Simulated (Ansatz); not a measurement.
Species: sum formula H3Si2OCl2 (charge -1, singlet). It need not be the lowest isomer of its formula. Whether it binds its extra electron was not tested at this geometry. 
Structure (B3LYP-D3(BJ)/def2-TZVP (Ansatz, a first-principles code) minimum search):
SMILES: O([SiH3])[Si-](Cl)Cl
```xyz
8

Si    -2.0658    -0.6817     0.0060
O     -0.7069    -0.6970     0.8977
Si     0.9285    -0.2507     0.7351
Cl     0.6019     1.9733     0.4879
Cl     1.1172    -0.7546    -1.4750
H     -2.1586     0.4386    -0.9590
H     -2.2512    -1.9531    -0.7457
H     -3.2357    -0.5732     0.9271
```
Charge -1, spin multiplicity 1.

Basis-set convergence of Hartree-Fock and CCSD(T) correlation energies (hartree) with Ansatz. Cores are frozen in the correlated levels unless marked. Spin-orbit coupling is left out. Non-relativistic.

| basis | functions | E(HF) | E(corr, CCSD(T)) |
|---|---|---|---|
| aug-cc-pV(D+d)Z | 178 | -1573.73067 | -0.79133 |
| aug-cc-pV(T+d)Z | 335 | -1573.80782 | -0.97846 |
| aug-cc-pV(Q+d)Z | 574 | -1573.82552 | -1.04250 |

Extrapolating the two largest sets (X = 3 and 4) as X^-3: E(corr) = (64·(-1.04250) - 27·(-0.97846))/37 = -1.0892 Eh, an estimate of the basis-set limit. The largest set recovers 95.7 % of it, the smallest 72.7 %.
